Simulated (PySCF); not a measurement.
## Circular dichroism: SMILES CC[C@H]1C[C@@H]1CN, C$_{6}$H$_{13}$N

Molfile (atoms numbered from 1):
```
C6H13N
     RDKit          3D

 20 20  0  0  0  0  0  0  0  0999 V2000
   -2.9633   -0.0341   -0.2019 C   0  0  0  0  0  0  0  0  0  0  0  0
   -1.6755   -0.5355   -0.8494 C   0  0  0  0  0  0  0  0  0  0  0  0
   -0.4890    0.2972   -0.4251 C   0  0  1  0  0  0  0  0  0  0  0  0
    0.1938    0.0249    0.8830 C   0  0  0  0  0  0  0  0  0  0  0  0
    0.8937   -0.2842   -0.4101 C   0  0  2  0  0  0  0  0  0  0  0  0
    2.0867    0.5492   -0.8387 C   0  0  0  0  0  0  0  0  0  0  0  0
    3.3395    0.1859   -0.1939 N   0  0  0  0  0  0  0  0  0  0  0  0
   -2.8819   -0.0770    0.8818 H   0  0  0  0  0  0  0  0  0  0  0  0
   -3.8107   -0.6423   -0.5098 H   0  0  0  0  0  0  0  0  0  0  0  0
   -3.1566    0.9972   -0.4889 H   0  0  0  0  0  0  0  0  0  0  0  0
   -1.5097   -1.5777   -0.5680 H   0  0  0  0  0  0  0  0  0  0  0  0
   -1.7752   -0.4955   -1.9376 H   0  0  0  0  0  0  0  0  0  0  0  0
   -0.5667    1.3385   -0.7172 H   0  0  0  0  0  0  0  0  0  0  0  0
    0.5417    0.8663    1.4644 H   0  0  0  0  0  0  0  0  0  0  0  0
   -0.1619   -0.7999    1.4829 H   0  0  0  0  0  0  0  0  0  0  0  0
    0.9832   -1.3335   -0.6723 H   0  0  0  0  0  0  0  0  0  0  0  0
    2.2344    0.4550   -1.9193 H   0  0  0  0  0  0  0  0  0  0  0  0
    1.8975    1.6025   -0.6134 H   0  0  0  0  0  0  0  0  0  0  0  0
    3.2366    0.2496    0.8142 H   0  0  0  0  0  0  0  0  0  0  0  0
    3.5782   -0.7761   -0.4129 H   0  0  0  0  0  0  0  0  0  0  0  0
  1  2  1  0
  2  3  1  0
  3  4  1  0
  4  5  1  0
  5  6  1  0
  6  7  1  0
  5  3  1  0
  1  8  1  0
  1  9  1  0
  1 10  1  0
  2 11  1  0
  2 12  1  0
  3 13  1  6
  4 14  1  0
  4 15  1  0
  5 16  1  1
  6 17  1  0
  6 18  1  0
  7 19  1  0
  7 20  1  0
M  END
```

Method: TDDFT B3LYP/def2-SVPD circular dichroism and optical rotation, one conformer, gas phase in PySCF 2.14.0. Geometry: GFN2-xTB.

The molecule is flexible and this is one conformer; a measurement averages over conformers. States above about 6.5 eV (minus the energy of the highest occupied orbital) lie near or above the ionisation threshold and depend on the basis.

**Question.** Assign R or S to each stereocentre.

**Answer.** C3 S, C5 S.

**Question.** Which excitations and rotatory strengths does the calculation give?

**Answer.** Rotatory strengths R in 10⁻⁴⁰ esu² cm², velocity form and length form (origin at the centre of mass); f in length form.
```tsv
state	E (eV)	λ (nm)	f	R (velocity)	R (length)	main
1	6.00	207	0.023	-16.2	-14.8	HOMO→LUMO 0.76, HOMO→LUMO+1 0.16
2	6.46	192	0.007	+3.9	+4.2	HOMO→LUMO+1 0.67, HOMO→LUMO+2 0.23
3	6.65	186	0.014	-3.6	-4.2	HOMO→LUMO+2 0.66, HOMO→LUMO 0.14
4	6.74	184	0.016	+8.4	+8.2	HOMO→LUMO+3 0.90
5	7.33	169	0.011	+10.0	+8.9	HOMO→LUMO+4 0.83
6	7.47	166	0.014	-26.2	-24.3	HOMO−1→LUMO 0.93
7	7.54	164	0.002	+0.2	+0.1	HOMO→LUMO+5 0.82
8	7.61	163	0.009	+5.6	+6.1	HOMO−2→LUMO 0.82
9	7.67	162	0.011	+3.0	+2.8	HOMO−1→LUMO+1 0.71, HOMO−1→LUMO+2 0.16
10	7.75	160	0.022	-11.3	-10.9	HOMO−2→LUMO+1 0.74, HOMO−2→LUMO+2 0.12
11	7.91	157	0.006	+9.0	+8.6	HOMO−1→LUMO+2 0.78, HOMO−1→LUMO+1 0.15
12	7.92	157	0.023	-7.9	-8.0	HOMO→LUMO+6 0.65, HOMO−2→LUMO+1 0.14
13	7.99	155	0.0008	-1.1	-1.1	HOMO−2→LUMO+2 0.73, HOMO→LUMO+6 0.11
14	8.04	154	0.008	+24.0	+21.7	HOMO−1→LUMO+3 0.92
15	8.12	153	0.013	+14.2	+13.6	HOMO−2→LUMO+3 0.76, HOMO→LUMO+7 0.18
16	8.17	152	0.010	+1.1	+0.6	HOMO→LUMO+7 0.72, HOMO−2→LUMO+3 0.16
```

Among the states computed, the strongest CD band (largest |R|) is state 6. The largest dissymmetry factor in size, g = 4R/(D+G), with D and G the electric and magnetic dipole strengths, is +0.03 for state 14 (velocity form, f = 0.010), among bands with |R| over 0.5. The mirror image has the same energies and oscillator strengths and all R with the opposite sign.
